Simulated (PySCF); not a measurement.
C₃H₆OSi, SMILES [SiH2](CO)C#C.

The structure is a stationary point at TPSSh-D3(BJ)/def2-SVP. The structure was generated by enumeration, and PubChem lists no compound with its InChIKey, so it may never have been made. The values are those of a single conformer.

Computed with HF/def2-TZVP (PySCF).

Isolated molecule, no solvent.

Computed frontier levels, gap, dipole moment and polarisability:
| Property | Result |
|---|---|
| highest occupied level | -10.70 eV |
| lowest empty level | 3.11 eV |
| orbital gap | 13.81 eV |
| dipole moment | 1.86 D |
| quadrupole, principal values (traceless, Buckingham form, about the centre of nuclear charge) | -9.31, -0.99, 10.30 D·Å |
| mean static polarisability | 59.8 bohr³ (8.86 Å³) |
| polarisability, principal values | 48.3, 54.2, 76.9 bohr³ |
